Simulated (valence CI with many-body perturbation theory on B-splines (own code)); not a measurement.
# Hg⁵⁹⁺: fill in the table

Level of theory: valence CI with perturbative core correlation (CI+MBPT): three valence electrons over a frozen Dirac-Fock core [Ar], radial functions for each j: 9 s, 9 p, 10 d, 8 f, 5 g, 3 h, 1 i, with the one-electron correlation potential Σ1, the two-electron term Σ2, the three-electron term Σ3, Breit, model QED; selected CI, second order for the rest (own B-spline code, finite nucleus).

No measured spectrum was set against this ion. As an estimate, large intervals hold to a few tenths of a per cent, small ones and those within an open d or f shell to about a per cent. The list stops below the first excitations out of the core. Only levels of the ground parity were solved; by the run's estimate the other parity begins above the list, which can be wrong where configurations are misplaced.

| Level | E (eV) |
| --- | --- |
| (3d3/2^3) J=3/2 | 0.00 |
| (3d3/2^2 3d5/2) J=5/2 [a] | ? |
| (3d3/2^2 3d5/2) J=3/2 | 104.48 |
| (3d3/2^2 3d5/2) J=9/2 | ? |
| (3d3/2^2 3d5/2) J=7/2 | ? |
| (3d3/2^2 3d5/2) J=1/2 | 110.47 |
| (3d3/2^2 3d5/2) J=5/2 [b] | ? |
| (3d3/2 3d5/2^2) J=7/2 [a] | 204.75 |
| (3d3/2 3d5/2^2) J=9/2 | 209.93 |
| (3d3/2 3d5/2^2) J=3/2 [a] | 215.95 |
| (3d3/2 3d5/2^2) J=1/2 | 219.21 |
| (3d3/2 3d5/2^2) J=11/2 | 220.11 |
| (3d3/2 3d5/2^2) J=5/2 [a] | 220.40 |
| (3d3/2 3d5/2^2) J=7/2 [b] | ? |
| (3d3/2 3d5/2^2) J=5/2 [b] | 230.98 |
| (3d3/2 3d5/2^2) J=3/2 [b] | 254.06 |

Levels are named by their leading jj configuration (3d3/2^4 stands for four electrons in 3d with j = 3/2), which in mixed levels can hold well under half, so a name can repeat and another be missing. Letters in brackets count levels of one name in rising energy.

Problem. The levels stand in rising order. What does the calculation give for the missing energies?

Solution. (3d3/2^2 3d5/2) J=5/2 [a] 97.71; (3d3/2^2 3d5/2) J=9/2 108.25; (3d3/2^2 3d5/2) J=7/2 108.88; (3d3/2^2 3d5/2) J=5/2 [b] 137.21; (3d3/2 3d5/2^2) J=7/2 [b] 230.72.
